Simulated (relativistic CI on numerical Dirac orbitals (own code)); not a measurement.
Xe III: computed level list

Calculated at this level of theory: Dirac-Coulomb-Breit CI, KLI orbitals optimised for each configuration, QED by a radiative potential, valence Slater integrals scaled by 0.85, P86 correlation energy added to each configuration (own radial code, finite nucleus).

Configuration list (outside the closed core [Kr] 4d10): 5s²5p⁴, 5s5p⁵, 5s²5p³5d, 5p⁶, 5s²5p³5f, 5s²5p³6s, 5s5p⁴5d, 5s²5p³6p, 5s²5p³7s, 5s²5p³6d, 5s²5p³4f, 5s²5p³7p, 5s5p⁴5f, 5s²5p²5d², 5s²5p5d³, 5s²5p5d²5f, 5s²5p5d²6s, 5s5p²5d³, 5s²5p5d²6p. Double excitations out of closed p, d and f shells are left out; levels of such configurations are missing from the list, as are those of other unlisted configurations, and high levels can miss mixing partners. These lack a partner that the ground configuration has and come out too high: 5s²5p³7s, 5s²5p³6d, 5s²5p³4f, 5s²5p³7p, 5s5p⁴5f.

The lowest level is 5s²5p⁴ ³P2, with 86 % of that term; Hund's rules for 5s²5p⁴ give ³P with J = 2, in agreement.

```tsv
No.	Configuration	Term	J	E (eV)	%	Next component (%)	Lifetime (s)
1	5s²5p⁴	³P	2	0.0000	86	11 ¹D	
2	5s²5p⁴	³P	0	0.9808	77	20 ¹S	2.56e+01
3	5s²5p⁴	³P	1	1.1876	97	1 5s5p⁴5d ³P	5.71e-02
4	5s²5p⁴	¹D	2	2.1015	85	11 ³P	4.74e-02
5	5s²5p⁴	¹S	0	4.3462	77	20 ³P	5.32e-03
6	5s5p⁵	³P°	2	12.9725	68	29 5s²5p³5d ³P°	1.61e-08
7	5s5p⁵	³P°	1	13.6259	57	27 5s²5p³5d ³P°	1.76e-08
8	5s5p⁵	³P°	0	14.1734	47	26 5s²5p³5d ⁵D°	6.06e-08
9	5s²5p³5d	⁵D°	3	14.5702	85	7 ³D°	1.51e-08
10	5s²5p³5d	⁵D°	2	14.6172	85	7 ³D°	1.36e-08
11	5s²5p³5d	⁵D°	4	14.6188	89	9 ³F°	
12	5s²5p³5d	⁵D°	1	14.6912	87	6 5s5p⁵ ³P°	9.70e-09
13	5s²5p³5d	⁵D°	0	14.7444	66	21 5s5p⁵ ³P°	1.21e-08
14	5s²5p³5d	³D°	2	15.4468	52	24 ³F°	5.16e-09
15	5s²5p³5d	¹P°	1	15.6066	54	25 5s5p⁵ ¹P°	1.22e-08
16	5s²5p³6s	⁵S°	2	15.9238	87	10 ³P°	3.33e-09
17	5s²5p³5d	³D°	3	15.9443	69	13 ³F°	6.23e-09
18	5s²5p³5d	³D°	1	16.0739	87	5 ³P°	4.74e-09
19	5s²5p³5d	³F°	2	16.4037	64	33 ³D°	6.23e-09
20	5s²5p³6s	³S°	1	16.5326	76	7 ¹P°	2.45e-10
21	5s²5p³5d	³F°	3	16.5766	69	21 ³D°	4.19e-09
22	5s²5p³5d	¹S°	0	16.7138	85	11 ³P°	4.94e-07
23	5s²5p³5d	³F°	4	16.7435	42	41 ³G°	5.89e-02
24	5s²5p³5d	³G°	3	16.8864	68	20 ³F°	2.23e-09
25	5s²5p³5d	³F°	4	17.0981	74	21 ³G°	1.57e-01
26	5s²5p³5d	³G°	5	17.3191	99		3.36e-01
27	5s²5p³5d	¹G°	4	17.4927	72	24 ³G°	1.78e-01
28	5s²5p³5d	³D°	1	17.5585	58	28 5s²5p³6s ³D°	1.64e-09
29	5s²5p³6s	³D°	2	17.7091	35	19 ¹D°	8.63e-10
30	5s²5p³5d	¹D°	2	17.9004	31	25 ³D°	3.09e-09
31	5s²5p³6s	³D°	1	18.2206	44	32 5s²5p³5d ³D°	2.48e-10
32	5s²5p³6s	³D°	3	18.2575	80	17 5s²5p³5d ³D°	2.35e-09
33	5s²5p³5d	³P°	1	18.4429	61	16 ³S°	1.92e-10
34	5s²5p³5d	³P°	0	18.4659	74	13 ¹S°	8.40e-10
35	5s²5p³5d	³D°	2	18.6708	52	17 ¹D°	3.12e-10
36	5s²5p³5d	³F°	2	18.7930	47	22 5s²5p³6s ¹D°	1.05e-09
37	5s²5p³5d	³F°	3	18.8110	47	32 ³D°	1.31e-10
38	5s²5p³6p	⁵P	1	18.9459	79	12 ³P	2.12e-09
39	5s²5p³6p	⁵P	2	18.9761	72	19 ³P	2.12e-09
40	5s²5p³5d	³D°	3	18.9892	44	27 ³F°	1.45e-10
41	5s²5p³6s	¹D°	2	19.0217	30	28 5s²5p³5d ³F°	1.57e-10
42	5s²5p³6p	⁵P	3	19.2001	86	11 ³D	1.79e-09
43	5s²5p³5d	³F°	4	19.2966	70	14 ¹G°	7.69e-03
44	5s²5p³6p	³P	1	19.4195	70	10 ¹P	2.47e-09
45	5s²5p³5d	³S°	1	19.4488	53	23 5s²5p³6s ³P°	7.23e-11
46	5s²5p³5d	³D°	3	19.5895	49	35 ¹F°	9.05e-11
47	5s²5p³5d	³P°	2	19.5983	62	13 ¹D°	2.77e-09
48	5s²5p³6p	³P	2	19.6193	71	16 ⁵P	2.68e-09
49	5s²5p³6s	³P°	0	19.6444	91	7 5s²5p³5d ³P°	3.48e-10
50	5s²5p³6p	³P	0	19.7031	96	3 ¹S	2.97e-09
51	5s²5p³6s	³P°	1	19.7867	47	22 ¹P°	1.74e-10
52	5s²5p³5d	³D°	2	19.8098	40	22 ¹D°	4.60e-11
53	5s²5p³6s	³P°	2	20.3464	26	22 5s²5p³5d ³P°	4.50e-11
54	5s²5p³5d	³D°	1	20.3910	68	16 ¹P°	5.49e-11
55	5s²5p³5d	¹F°	3	20.4872	54	35 ³D°	1.44e-08
56	5s²5p³6p	³D	1	20.6478	43	31 ¹P	2.32e-09
57	5s²5p³6s	¹P°	1	20.7117	42	14 5s²5p³5d ³P°	6.50e-11
58	5s²5p³6p	³F	2	20.8599	53	27 ³D	2.33e-09
59	5s²5p³6s	³P°	2	20.9147	36	32 5s²5p³5d ³P°	1.84e-10
60	5s²5p³5d	³P°	1	21.0362	46	17 5s5p⁵ ³P°	5.13e-11
61	5s²5p³6p	³D	2	21.0391	49	20 ³P	1.94e-09
62	5s²5p³6p	³F	3	21.0846	57	18 ¹F	2.02e-09
63	5s²5p³5d	¹D°	2	21.2116	58	26 ³D°	5.87e-11
64	5s²5p³6p	¹P	1	21.3216	39	37 ³D	2.08e-09
65	5s²5p³6p	³D	3	21.3769	45	39 ¹F	2.43e-09
66	5s²5p³6p	³P	0	21.4804	86	12 ¹S	2.06e-09
67	5s²5p³5d	¹F°	3	21.4931	76	10 ³D°	4.24e-11
68	5s²5p³5d	³P°	0	21.5489	67	27 5s5p⁵ ³P°	3.51e-11
69	5s²5p³6p	³D	3	21.5992	54	31 ¹F	2.06e-09
70	5s²5p³6p	³F	4	21.6108	97	1 5s²5p³4f ⁵F	1.93e-09
```

Energies count from the lowest computed level; ° marks odd parity; lifetimes are radiative, by E1, M1, E2 decay to levels of this space only; some are left blank where a channel outside the calculation adds to the decay or the decay crosses a small, uncertain gap.

The mean weight of the leading LS term, summed over parents, in these 70 levels is 64 %, and that of the leading jj configuration (from the same eigenvectors) 57 %.

For a near-neutral ion this model can misplace configurations by up to about 10,000 cm⁻¹ (more where the count of f electrons changes) and terms by 10 to 25 % of their spread. Rates follow the energies as ν³ (E1, M1) or ν⁵ (E2), so they and the lifetimes can be off by large factors. The fine structure of a lone outer electron comes out too small, for d and f at times inverted, and misplaced configurations move strength between like terms. 37 of the 69 excited levels that our extract of the measured tables holds in this range could be paired (the sources list more); they are missed by 6628 cm⁻¹ on average and 13070 at most, and levels without a partner can miss by more.

LS names give the leading component of a level, which can be under half, so a name can repeat, a term be missing and a line seem to break the LS rules.
